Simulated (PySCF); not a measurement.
Input of a response calculation (the driver script's job line, then coordinates in Å):

```
{"job": {"kind": "uv", "xc": "PBE0", "basis": "def2-SVPD", "nstates": 6, "ntriplets": 2}, "charge": 0, "multiplicity": 1}
C     -2.399323    -1.079478     0.095821
C     -1.645387    -0.045403    -0.224616
C     -0.512795     0.462155     0.622627
C     -0.616171     1.975295     0.812378
F      0.259870     2.389989     1.782916
C      0.780514     0.125010    -0.115312
O      1.179892     0.702567    -1.089596
O      1.388354    -0.917696     0.446071
C      2.591600    -1.357079    -0.173447
H     -2.254571    -1.626139     1.012940
H     -3.193090    -1.421679    -0.545414
H     -1.790441     0.488191    -1.153849
H     -0.501027    -0.038335     1.593777
H     -1.618287     2.262015     1.146484
H     -0.349196     2.500662    -0.110029
H      3.037492    -2.079507     0.504898
H      3.262945    -0.511787    -0.334483
H      2.370861    -1.822461    -1.136141
```

Theory: PySCF, TDDFT PBE0/def2-SVPD, vertical, gas phase, core orbitals frozen in the response. Job line and output are in the format of a driver script around the code.

Q: What does the script print for it?

A: 
```
coarse grid: 15360 points
cycle   1  E = -483.2202373108  dE =  1.247e+00  |g| = 9.140e-01  |ddm| = 6.706e+00
cycle   2  E = -482.8821704494  dE =  3.381e-01  |g| = 1.634e+00  |ddm| = 3.578e+00
cycle   3  E = -483.3686411524  dE = -4.865e-01  |g| = 2.533e-01  |ddm| = 2.399e+00
cycle   4  E = -483.3802640531  dE = -1.162e-02  |g| = 8.949e-02  |ddm| = 5.818e-01
cycle   5  E = -483.3815924813  dE = -1.328e-03  |g| = 2.390e-02  |ddm| = 1.270e-01
cycle   6  E = -483.3817197905  dE = -1.273e-04  |g| = 6.331e-03  |ddm| = 7.238e-02
cycle   7  E = -483.3817278546  dE = -8.064e-06  |g| = 2.480e-03  |ddm| = 1.494e-02
final grid: 149616 points
cycle   8  E = -483.4630321873  dE = -3.763e-05  |g| = 1.330e-02  |ddm| = 2.185e-01
cycle   9  E = -483.4629742199  dE =  5.797e-05  |g| = 2.160e-02  |ddm| = 5.844e-02
cycle  10  E = -483.4630681278  dE = -9.391e-05  |g| = 2.378e-03  |ddm| = 3.387e-02
cycle  11  E = -483.4630692913  dE = -1.163e-06  |g| = 5.101e-04  |ddm| = 3.917e-03
cycle  12  E = -483.4630693332  dE = -4.191e-08  |g| = 2.018e-04  |ddm| = 9.527e-04
cycle  13  E = -483.4630693408  dE = -7.629e-09  |g| = 6.081e-05  |ddm| = 4.612e-04
cycle  14  E = -483.4630693417  dE = -8.520e-10  |g| = 1.607e-05  |ddm| = 1.377e-04
converged SCF energy = -483.4630693417

Static polarisability (au): isotropic 80.457, principal 68.467 82.193 90.711

Singlet excitations
state   eV       nm        f      main configurations
  1   5.7782    214.6   0.02741   H->L 0.52, H-1->L 0.24, H->L+1 0.14
  2   6.9190    179.2   0.12878   H-1->L 0.52, H->L 0.26, H-1->L+1 0.13
  3   7.1199    174.1   0.06552   H->L+1 0.62, H->L 0.16, H-1->L+1 0.13
  4   7.4350    166.8   0.01587   H->L+2 0.88
  5   7.5790    163.6   0.03548   H-2->L 0.92
  6   7.7985    159.0   0.02847   H-3->L 0.39, H-4->L 0.19, H-1->L+1 0.15

Triplet excitations (Tamm-Dancoff, eV): 4.3514 5.3685
```

Isolated species at its GFN2-xTB geometry (one conformer only).

The SCF starts on a coarse grid; the energy jumps when the final grid takes over, and dE counts afresh there. H and L stand for HOMO and LUMO.

The values belong to the conformer `[CH2:1]=[CH:2][C@H:3]([CH2:4][F:5])[C:6](=[O:7])[O:8][CH3:9]`: C1–C2–C3–C4 -131°, C2–C3–C4–F5 169°, C2–C3–C6–O7 75°, C3–C6–O8–C9 178°.
